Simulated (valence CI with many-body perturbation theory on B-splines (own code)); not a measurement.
Energy levels of Mo3+

Computed by configuration interaction combined with many-body perturbation theory (CI+MBPT): three valence electrons over a frozen Dirac-Fock core [Kr], a basis of 9 s, 9 p, 10 d, 8 f, 5 g, 3 h, 1 i functions for each j, with the one-electron correlation potential Σ1 (screened to all orders), the two-electron term Σ2, the three-electron term Σ3, Breit, model QED; selected single and double excitations, second order for the rest, scaled by the run's own slope (own B-spline code, finite nucleus).

Set against measurement, 64 paired levels are off by 549 cm⁻¹ on average, the worst by 1913. These come from a selection out of Sugar and Musgrove, J. Phys. Chem. Ref. Data 17, 155 (1988). Levels without a partner in it may be off by more, other configurations by 1,000 to 8,000 cm⁻¹.

Levels 46 to 70 of 70, with energies above the lowest level, 4d3 4F_3/2. "Leading %" is the weight of the configuration and term that name the level; weights of strongly mixed levels are sums over their largest components and can fall short. Lifetimes count E1, E2, E3, M1 and M2 decay at the calculated energies, and are blank where another channel may lead or the interval is too uncertain; long ones can be off by a factor of two.

```tsv
No.	Configuration	Term	J	E (cm⁻¹)	Leading %	Second component	Lifetime	g
46	4d2 5p	4F°	9/2	115990	82	9 % 4d2 5p 4G°	443 ps	1.301
47	4d2 5p	4G°	11/2	116053	98		1.34 ns	1.273
48	4d2 5p	4D°	5/2	116687	47	19 % 4d2 5p 2F°	438 ps	1.178
49	4d2 5p	4D°	3/2	116691	78	18 % 4d2 5p 2D°	340 ps	1.123
50	4d2 5p	2D°	5/2	117772	49	41 % 4d2 5p 4D°	431 ps	1.247
51	4d2 5p	4D°	7/2	118183	68	26 % 4d2 5p 2F°	388 ps	1.336
52	4d2 5p	2S°	1/2	118535	92		497 ps	1.984
53	4d2 5p	2G°	7/2	119023	92		426 ps	0.913
54	4d2 5p	2G°	9/2	120677	87	10 % 4d2 5p 4F°	440 ps	1.130
55	4d2 5p	4S°	3/2	121410	66	24 % 4d2 5p 2P°	345 ps	1.773
56	4d2 5p	4D°	1/2	123389	97		767 ps	0.014
57	4d2 5p	2P°	3/2	123446	43	27 % 4d2 5p 4S°	400 ps	1.412
58	4d2 5p	2F°	5/2	124020	78	6 % 4d2 5p 4D°	356 ps	0.947
59	4d2 5p	4D°	3/2	124323	85	9 % 4d2 5p 2P°	657 ps	1.228
60	4d2 5p	2P°	1/2	125277	89	6 % 4d2 5p 4P°	365 ps	0.776
61	4d2 5p	2F°	7/2	125335	54	29 % 4d2 5p 2G°	337 ps	1.098
62	4d2 5p	4D°	5/2	125644	79	12 % 4d2 5p 2F°	603 ps	1.296
63	4d2 5p	4D°	7/2	126938	47	45 % 4d2 5p 2G°	386 ps	1.163
64	4d2 5p	2D°	3/2	126979	66	18 % 4d2 5p 2P°	522 ps	0.985
65	4d2 5p	2G°	9/2	127006	90	8 % 4d2 5p 2H°	284 ps	1.095
66	4d2 5p	2D°	5/2	127542	64	20 % 4d2 5p 4P°	576 ps	1.282
67	4d2 5p	4P°	1/2	127816	89	5 % 4d2 5p 2S°	586 ps	2.536
68	4d2 5p	4D°	7/2	128147	40	32 % 4d2 5p 2F°	375 ps	1.204
69	4d2 5p	4P°	3/2	128256	88	8 % 4d2 5p 2D°	607 ps	1.653
70	4d2 5p	4P°	5/2	129906	72	24 % 4d2 5p 2D°	559 ps	1.490
```

Names give the largest LS component (configuration and term), which can be under half, so a name can repeat, a term be missing and a line seem to break the LS rules; names also repeat where a configuration has a term twice.

Where two levels of one J and parity lie close, their mixing, g and order are uncertain.
